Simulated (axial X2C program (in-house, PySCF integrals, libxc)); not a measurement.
# How the levels of DyCN⁺ (f9 s1 orbitals) move with the bond length

Calculated with an axial X2C code built on PySCF integrals: two-component X2C with atomic mean-field Coulomb and Gaunt terms, basis Dy dyall-v3z, C dyall-v3z, N dyall-v3z (cores contracted in-house). Orbitals come from Hartree–Fock averaged over the configuration Dy f9 s1; CI then distributes these electrons over the f, s shells of Dy.

At Dy–C–N held linear, bonds 2.280 and 1.160 Å (the second held):

```csv
Ω,energy (cm⁻¹),g∥,configuration
8,0,21.92,100% f9 s1
7,445,18.84,100% f9 s1
6,853,15.89,100% f9 s1
5,1190,13.12,100% f9 s1
4,1426,10.52,100% f9 s1
3,1557,7.98,100% f9 s1
2,1613,5.39,100% f9 s1
1,1631,2.72,100% f9 s1
0,1634,0.00,100% f9 s1
7,2532,18.74,100% f9 s1
6,2840,15.78,100% f9 s1
5,3081,12.97,100% f9 s1
4,3276,10.25,100% f9 s1
3,3440,7.62,100% f9 s1
```

g∥ is the magnitude of 2⟨Lz + ge Sz⟩ for the +Ω component. The lowest 14 levels at most are listed.

At Dy–C–N held linear, bonds 2.462 and 1.160 Å (the second held):

```json
{"Ω": "8", "energy (cm⁻¹)": "0", "g∥": "21.92", "configuration": "100% f9 s1"}
{"Ω": "7", "energy (cm⁻¹)": "436", "g∥": "18.85", "configuration": "100% f9 s1"}
{"Ω": "6", "energy (cm⁻¹)": "826", "g∥": "15.92", "configuration": "100% f9 s1"}
{"Ω": "5", "energy (cm⁻¹)": "1143", "g∥": "13.15", "configuration": "100% f9 s1"}
{"Ω": "4", "energy (cm⁻¹)": "1369", "g∥": "10.53", "configuration": "100% f9 s1"}
{"Ω": "3", "energy (cm⁻¹)": "1504", "g∥": "7.96", "configuration": "100% f9 s1"}
{"Ω": "2", "energy (cm⁻¹)": "1571", "g∥": "5.36", "configuration": "100% f9 s1"}
{"Ω": "1", "energy (cm⁻¹)": "1599", "g∥": "2.70", "configuration": "100% f9 s1"}
{"Ω": "0", "energy (cm⁻¹)": "1606", "g∥": "0.00", "configuration": "100% f9 s1"}
{"Ω": "7", "energy (cm⁻¹)": "2527", "g∥": "18.74", "configuration": "100% f9 s1"}
{"Ω": "6", "energy (cm⁻¹)": "2814", "g∥": "15.78", "configuration": "100% f9 s1"}
{"Ω": "5", "energy (cm⁻¹)": "3050", "g∥": "12.97", "configuration": "100% f9 s1"}
{"Ω": "4", "energy (cm⁻¹)": "3245", "g∥": "10.26", "configuration": "100% f9 s1"}
{"Ω": "3", "energy (cm⁻¹)": "3406", "g∥": "7.64", "configuration": "100% f9 s1"}
```

The lowest level lies 1499 cm⁻¹ above the lowest at the first distance.

(1) How does the gap from the lowest to the fifth level change between the two distances?

There is no dynamic correlation: spin–orbit spacings and, for f shells, spacings inside one term are the most reliable numbers, splittings between terms come out too wide, and energies between configurations are not reliable, so the lowest level need not be the ground state of the molecule. At most 4 roots were kept for each Ω > 0 (twice that for Ω = 0) within 2.2 eV of the lowest, so higher up levels can be missing between those listed; levels with Ω > 0 are doubly degenerate and listed once, Ω = 0 levels singly. The molecule was held linear; bending was not examined.

Answers

(1) From 1426 to 1369 cm⁻¹, a factor of 0.96.
